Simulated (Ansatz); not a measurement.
Reaction (substitution at a C–C bond): `CC(F)(F)CF` + `[OH][Sn]([OH])([F])[F]` → `C[O][Sn]([OH])([F])[F]` + `FCC(F)F`

Isolated molecules relaxed with PBE0-D4/def2-TZVP in Ansatz; ΔE leaves out vibrations. CBS: MP2 limit from def2 TZ/QZ plus the TZ coupled-cluster correction, frozen cores. Functionals use def2-TZVPP. def2 core potentials past Kr. For Sn outer-core shells are correlated without core-valence functions, which leaves a few kJ/mol of doubt a bond. One conformer a species, not always the lowest.

```tsv
species	ωB97M-V energy (Eh)
`CC(F)(F)CF`	-416.91364
`[OH][Sn]([OH])([F])[F]`	-565.76843
`C[O][Sn]([OH])([F])[F]`	-605.05054
`FCC(F)F`	-377.59618
```

Q: Work out ΔE.

A: ΔE = (-605.05054) + (-377.59618) − (-416.91364) − (-565.76843) = 0.03535 Eh = +92.8 kJ/mol. CCSD(T)/CBS gives +91.5 kJ/mol.

Largest T1 diagnostic among the species: 0.015.

From BLYP to BHLYP (50 % exact exchange), in def2-TZVPP and without D4, ΔE moves by +7.7 kJ/mol. Leaving LDA and LC-ωPBE aside and taking each functional with its dispersion term where it has one, the values, not all of them listed here, spread over 15.0 kJ/mol, from BLYP-D4 to r2SCAN0-D4. LDA lies +12.8 kJ/mol from PBE without D4.
